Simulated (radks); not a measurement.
The nuclear charge of the osmium ion Os2+ is varied continuously with 74 electrons held in [Xe] 4f14 5d6. Calculated with a radial shooting solver on a logarithmic mesh with Libxc functionals: scalar-relativistic Kohn-Sham, BLYP, spin-polarised, spherical densities, finite nucleus; open shells are filled with parallel spins first (spin-orbit coupling, left out, can overturn this in heavy ions); Fermi nuclear charge, rms radius 5.4126 fm. By the Hellmann-Feynman theorem dE/dZ = E(electron-nucleus)/Z, the electronic potential at the nucleus (averaged over a nucleus of fixed radius). The scalar-relativistic energy here is not variational (the density holds large components alone), so the two differ by a part that grows with Z.

Z     E (hartree)  E(electron-nucleus)/Z (hartree)  HOMO  e(HOMO) (eV)  <r> HOMO (bohr)
75.6  -17025.1479                         -557.332    5d       -16.450            1.816
75.8  -17137.7526                         -559.585    5d       -18.864            1.771
76    -17250.8173                         -561.839    5d       -21.371            1.729
76.2  -17364.3424                         -564.096    5d       -23.967            1.691
76.4  -17478.3285                         -566.355    5d       -26.648            1.656
76.6  -17592.7760                         -568.616    5d       -29.412            1.623
76.8  -17707.6856                         -570.880    5d       -32.256            1.593
77    -17823.0578                         -573.147    5d       -35.177            1.564

The central difference of E at Z = 76 is -566.474 hartree, to compare with the third column; the second derivative is -11.5 hartree.
